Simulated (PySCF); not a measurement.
A side-by-side comparison of computed properties.

First species: C5H10OSi3.
Numbering: `[CH:1]#[C:2][Si@@H:3]1[CH:4]=[C:5]([CH2:6][SiH3:7])[SiH2:8][O:9]1` (hydrogens: H10 on C1; H11 on Si3; H12 on C4; H13, H14 on C6; H15, H16, H17 on Si7; H18, H19 on Si8)

Second species: C6H18N2Si.
InChI=1S/C6H18N2Si/c1-4-6(5-2)9(7)8-3/h6,8-9H,4-5,7H2,1-3H3/t9-/m0/s1

Levels: PBE0/pcSseg-1 for HOMO energy, LUMO energy and HOMO–LUMO gap. Geometries: GFN2-xTB. Each species is one conformer at its optimised geometry, gas phase, non-relativistic unless stated. Electronic properties by PySCF.

The conformers computed, where there is a choice (atom-mapped SMILES and torsion angles):
- `[CH:1]#[C:2][Si@@H:3]1[CH:4]=[C:5]([CH2:6][SiH3:7])[SiH2:8][O:9]1`: C4–C5–C6–Si7 -94°

The conformers of `CCC(CC)[Si@@H](N)NC` aren't listed.

```json
{"property": "HOMO energy", "column X": "-7.53 eV", "column Y": "-6.55 eV"}
{"property": "LUMO energy", "column X": "-0.82 eV", "column Y": "1.11 eV"}
{"property": "HOMO–LUMO gap", "column X": "6.71 eV", "column Y": "7.66 eV"}
```

Question: Which column belongs to which species?

Answer: Column X is the first species and column Y the second. The first has 19 atoms and 90 electrons, the second 27 and 82.

Question: How does each property change from the first species to the second?

Answer: HOMO energy +0.98 eV; LUMO energy +1.93 eV; HOMO–LUMO gap +0.95 eV.

